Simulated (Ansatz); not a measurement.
`[SiH3]O[SiH2][SiH3]` + Cl• → `[SiH3]O[SiH][SiH3]`• + HCl at 500 K and 1 bar (hydrogen abstraction from the Si–H bond).

Calculated with Ansatz (gas phase, PBE0-D4/def2-TZVP geometries, no zero-point term in ΔE). CBS: MP2 limit from def2 TZ/QZ plus the TZ coupled-cluster correction, frozen cores. This one scheme is used for every species, atoms too. Open shells (•) are unrestricted, without spin–orbit coupling. Spin–orbit coupling would lower the free atoms: a little for Cl. Each species was taken in one conformer, which may not be the lowest.

```csv
species,CCSD(T)/CBS energy (Eh),H − E (kJ/mol),S (J/(mol·K))
`[SiH3]O[SiH2][SiH3]`,-947.28799,243.7,472.0
Cl•,-459.70966,10.4,179.0
`[SiH3]O[SiH][SiH3]`•,-946.63642,217.7,468.8
HCl,-460.38127,32.5,201.9
```

H − E and S are ideal-gas, rigid-rotor, harmonic terms from PBE0-D4/def2-TZVP, for one conformer and one mirror image of each species, with the whole ground term of open shells counted as degenerate. 1 Eh = 2625.50 kJ/mol, R = 8.31446 J/(mol·K).

Question: By hand: ΔE, ΔH, ΔS and ΔG.

Answer: ΔE = (-946.63642) + (-460.38127) − (-947.28799) − (-459.70966) = -0.02004 Eh = -52.6 kJ/mol. Δ(H − E) = 217.7 + 32.5 − 243.7 − 10.4 = -3.9, so ΔH = -56.5 kJ/mol. ΔS = 468.8 + 201.9 − 472.0 − 179.0 = 19.7 J/(mol·K). ΔG = -56.5 − 500 × (19.7)/1000 = -66.3 kJ/mol.

Question: By hand: the equilibrium constant, and the temperature at which ΔG would vanish if ΔH and ΔS stayed fixed.

Answer: log₁₀ K = −ΔG/(RT ln 10) = 6.9. ΔH and −TΔS have one sign here, so there is no such temperature.

ΔH outweighs TΔS. A doubt of 5 kJ/mol in ΔE shifts log₁₀ K by 0.5 here. Other conformers and mirror images would add mixing entropy, several J/(mol·K) or more a flexible species. Modes under 60 cm⁻¹, often nearly free rotors, make the harmonic entropy too high. These are equilibria of isolated gas molecules and say nothing of rates. Largest T1 diagnostic: 0.015 (customary marks: 0.02 for closed shells, 0.045 for open ones).
